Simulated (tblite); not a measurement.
Compound: C4H10ClF3Si2.
Numbering: `[F:1][C:2]([F:3])([F:4])[C@H:5]([Cl:6])[SiH2:7][CH2:8][CH2:9][SiH3:10]` (hydrogens: H11 on C5; H12, H13 on Si7; H14, H15 on C8; H16, H17 on C9; H18, H19, H20 on Si10)

The geometry is computed with GFN2-xTB (gas phase).

**Question.** What internal coordinates does the optimisation give?

**Answer.** 
```csv
bond,length (Å)
"F1–C2, C2–F4",1.340
C2–F3,1.349
C2–C5,1.499
C5–Cl6,1.779
C5–Si7,1.928
Si7–C8,1.896
C8–C9,1.530
C9–Si10,1.905
C5–H11,1.090
Si7–H12,1.465
Si7–H13,1.462
C8–H14,1.093
C8–H15,1.092
C9–H16,1.091
C9–H17,1.091
"Si10–H18, Si10–H19, Si10–H20",1.464
```

Bonds in one row agree within 0.01 Å and their mean is given. A selection of angles:
```csv
angle,degrees
F1–C2–F3,105.9
F1–C2–F4,106.6
F1–C2–C5,114.5
F3–C2–C5,110.4
C2–C5–Cl6,108.3
C2–C5–Si7,112.0
Cl6–C5–Si7,107.1
C5–Si7–C8,110.6
Si7–C8–C9,111.6
C8–C9–Si10,112.4
```

Torsions: F1–C2–C5–Cl6 -55° (synclinal); C2–C5–Si7–C8 -60° (synclinal); C5–Si7–C8–C9 -174° (antiperiplanar); Si7–C8–C9–Si10 180° (antiperiplanar).

The 3 C–Si bonds span 1.896 Å (Si7–C8, drawn single) to 1.928 Å (C5–Si7, drawn single), a spread of 0.032 Å. The 2 C–C bonds span 1.499 Å (C2–C5, drawn single) to 1.530 Å (C8–C9, drawn single), a spread of 0.031 Å. Si7 (SiH2 silicon) is distorted tetrahedral (angles from 102.6° to 113.0°). Of the pairs four or more bonds apart, F3···C8 is among the closest relative to their van der Waals radii: 3.13 Å, 99 % of the sum of Bondi's values. Si10 (SiH3 silicon) is tetrahedral (angles from 108.7° to 110.3°).

Point group: C1 (no symmetry element, even within 0.4 Å). Its GFN2-xTB frequencies are all real (lowest 20 cm⁻¹). The numbers are those of one conformer. 3 starts were optimised and ended at 0.00, 0.65 and 0.88 kcal/mol (GFN2-xTB); the lowest of these is shown.
